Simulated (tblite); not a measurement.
C7H9O (doublet state).
Geometry (GFN2-xTB, Å), atoms numbered from 1 in this order:
```
atom  x, y, z in Å
O1     2.746   -0.610   -0.991
C2     1.797   -0.971   -0.349
C3     0.540   -0.208   -0.145
C4    -0.810   -0.945   -0.224
C5    -1.734    0.239    0.179
C6    -0.639    1.266    0.381
C7     0.406    0.551    1.213
C8     0.245    1.133   -0.851
H9     1.814   -1.923    0.224
H10   -1.012   -1.314   -1.229
H11   -0.866   -1.779    0.476
H12   -2.297    0.041    1.089
H13   -2.427    0.519   -0.612
H14    0.077   -0.018    2.079
H15    1.286    1.144    1.443
H16    1.105    1.793   -0.869
H17   -0.238    1.094   -1.823
```

Computed with GFN2-xTB (tblite): harmonic, unscaled wavenumbers at the GFN2-xTB geometry, gas phase. The method is semi-empirical: single wavenumbers can be off by several per cent or more. One conformer, not necessarily the lowest. Open shells enter through the occupations alone, without spin polarisation, and single modes of such species can be off by tens of per cent.

Harmonic wavenumbers (cm⁻¹): 67.6, 175.7, 233.4, 318.0, 416.2, 438.9, 505.5, 639.9, 697.1, 810.8, 830.9, 840.3, 890.7, 923.1, 940.3, 967.4, 974.5, 992.6, 1028.0, 1044.4, 1100.9, 1136.6, 1149.5, 1169.1, 1179.0, 1186.3, 1201.4, 1222.5, 1249.6, 1284.4, 1360.4, 1465.2, 1473.8, 1480.0, 1502.6, 1759.0, 2723.1, 2991.2, 3004.4, 3013.0, 3018.9, 3024.2, 3030.5, 3041.8, 3052.2.

A = 4487, B = 1721, C = 1602 MHz; mass 109.065 u (most abundant isotopes); point group C1, symmetry number 1; spin multiplicity 2.

**Question.** What is the zero-point energy?

**Answer.** Half the sum of the wavenumbers: 30777 cm⁻¹ = 368.18 kJ/mol.

**Question.** Give the ideal-gas entropy at 500 K and 1 bar in the rigid-rotor, harmonic-oscillator model (classical rotation).

**Answer.** Translation 178.12, rotation 122.15, vibration 126.53, spin (R ln 2) 5.76: S = 432.6 J/(mol K).

**Question.** And Cp and H(500 K) − H(0)?

**Answer.** Cp = 199.33 J/(mol K), of which vibrations give 166.07 (their classical limit is 45 R = 374.2); H(500 K) − H(0) = 53.35 kJ/mol without the zero-point energy, 36.72 from vibrations.

**Question.** Which modes carry the vibrational entropy at 500 K?

**Answer.** 67.6 cm⁻¹: 21.94; 175.7 cm⁻¹: 14.07; 233.4 cm⁻¹: 11.78; 318.0 cm⁻¹: 9.34; 416.2 cm⁻¹: 7.29; 438.9 cm⁻¹: 6.90 J/(mol K); the other 39 give 55.20 together.

**Question.** How do the functions run with temperature in this model?

**Answer.** 
| T (K) | S (J/(mol K)) | Cp (J/(mol K)) | H − H(0) (kJ/mol) | G − H(0) (kJ/mol) | ln q(vib) |
| --- | --- | --- | --- | --- | --- |
| 50 | 233.8 | 41.3 | 1.82 | -9.88 | 0.16 |
| 100 | 266.0 | 53.1 | 4.17 | -22.43 | 0.61 |
| 298.15 | 350.7 | 120.6 | 20.70 | -83.86 | 3.09 |
| 373.15 | 381.2 | 152.3 | 30.94 | -111.30 | 4.24 |
| 750 | 526.6 | 263.5 | 111.87 | -283.07 | 10.97 |
| 1000 | 608.3 | 303.7 | 183.12 | -425.18 | 15.56 |

q(vib) and H(0) count from the zero-point level.

**Question.** Blend soft modes into free rotors: weight 1/[1 + (100 cm⁻¹/ν̃)⁴] for the oscillator and the rest for a rotor with moment μB/(μ + B), μ = h/(8π²ν), B = 10⁻⁴⁴ kg m². What vibrational entropy results?

**Answer.** 121.14 J/(mol K) in place of 126.53, which changes −T·S at 500 K by +2.69 kJ/mol.

**Question.** What must be added to the electronic energy to get the Gibbs energy at 500 K and 1 bar?

**Answer.** ZPE + [H(500 K) − H(0)] − T·S = 368.18 + 53.35 − 216.28 = 205.25 kJ/mol.

Hindered rotation and anharmonicity are outside this model. Other conformers, if any are populated, would add a mixing term that is left out. The structure is chiral; the term R ln 2 for an equal mix with its mirror image is left out.

Time: 0.39 s wall. Hardware: one thread of an Arm Neoverse V2 (shared host). The figure is for the frequency step alone.
